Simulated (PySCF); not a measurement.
Point-charge models of `c1c(F)c(CO)ccc1` against its computed dipole.

Coordinates (GFN2-xTB, Å) and charges (e) from the PBE0/pcSseg-1 density (PySCF):

| atom | x | y | z | Mulliken | IAO | Hirshfeld | ESP-fitted |
| --- | --- | --- | --- | --- | --- | --- | --- |
| O1 | 2.719 | -0.868 | -0.353 | -0.4510 | -0.5421 | -0.2187 | -0.6000 |
| C2 | 2.025 | 0.173 | 0.285 | +0.2503 | -0.0531 | -0.0002 | +0.1349 |
| C3 | 0.525 | 0.080 | 0.145 | -0.5200 | -0.0582 | -0.0233 | -0.0269 |
| C4 | -0.106 | -1.119 | -0.156 | +0.0039 | -0.1529 | -0.0519 | -0.1464 |
| C5 | -1.483 | -1.186 | -0.280 | -0.0644 | -0.1606 | -0.0551 | -0.2096 |
| C6 | -2.255 | -0.051 | -0.103 | -0.0621 | -0.1465 | -0.0461 | -0.1523 |
| C7 | -1.650 | 1.156 | 0.201 | -0.1320 | -0.1906 | -0.0678 | -0.2440 |
| C8 | -0.275 | 1.201 | 0.321 | +0.4002 | +0.2813 | +0.0838 | +0.2389 |
| F9 | 0.312 | 2.385 | 0.614 | -0.2882 | -0.2761 | -0.0803 | -0.1996 |
| H10 | 2.529 | -0.836 | -1.298 | +0.2283 | +0.3497 | +0.1647 | +0.3957 |
| H11 | 2.293 | 0.097 | 1.345 | +0.1448 | +0.1652 | +0.0513 | +0.1021 |
| H12 | 2.365 | 1.154 | -0.077 | +0.1170 | +0.1370 | +0.0351 | +0.0482 |
| H13 | 0.500 | -2.004 | -0.286 | +0.0793 | +0.1633 | +0.0468 | +0.1490 |
| H14 | -1.953 | -2.129 | -0.513 | +0.0925 | +0.1558 | +0.0513 | +0.1646 |
| H15 | -3.329 | -0.102 | -0.203 | +0.0951 | +0.1586 | +0.0542 | +0.1623 |
| H16 | -2.226 | 2.057 | 0.346 | +0.1064 | +0.1693 | +0.0560 | +0.1833 |

**Question.** Form Σ q r in debye for every column and set it beside the full dipole.

**Answer.** The full density gives (-1.32, -0.29, -1.08) D, 1.73 D in size; dipole vectors point from the negative to the positive end.

| scheme | μx | μy | μz | size (D) | share of the full size (%) | angle to the full dipole (°) |
| --- | --- | --- | --- | --- | --- | --- |
| Mulliken | -1.19 | -0.38 | -0.28 | 1.28 | 74 | 26 |
| IAO | -2.00 | -0.77 | -1.00 | 2.37 | 137 | 15 |
| Hirshfeld | -0.56 | -0.20 | -0.54 | 0.80 | 46 | 6 |
| ESP-fitted | -1.32 | -0.30 | -1.09 | 1.74 | 100 | 0 |

**Question.** Which set comes closest?

**Answer.** Length of the difference vector: ESP-fitted 0.01 D, Mulliken 0.82 D, IAO 0.84 D, Hirshfeld 0.94 D. Closest: ESP-fitted. The schemes that divide the density aren't constrained to reproduce the dipole.

**Question.** What is left for the Hirshfeld atoms' own dipoles?

**Answer.** The shares of the density sum to the whole, so what Σ q r misses lies in dipoles about the nuclei. The atomic dipoles sum to (-1.32, -0.29, -1.08) − (-0.56, -0.20, -0.54) = (-0.76, -0.09, -0.54) D, 0.94 D in size.

**Question.** With the origin at the mean of the coordinates, (0.000, 0.001, -0.001) Å, which are the largest single terms, by size, of the ESP-fitted dipole along the direction of the full one?

**Answer.** O1 +4.91, H15 +2.09, H10 -1.85, H14 +1.71, C5 -1.51 D; all 16 atoms together +1.74 D. The single terms depend on the origin, their sum doesn't.

**Question.** Give the size of the full dipole in other units.

**Answer.** 1.73 D = 0.682 au = 0.361 e·Å = 5.78 × 10⁻³⁰ C·m.

One conformer (not necessarily the lowest) at the GFN2-xTB geometry, without solvent, vibrations or thermal averaging.

The values belong to the conformer `[OH:1][CH2:2][c:3]1[cH:4][cH:5][cH:6][cH:7][c:8]1[F:9]`: O1–C2–C3–C4 21°, H–O1–C2–C3 61°.
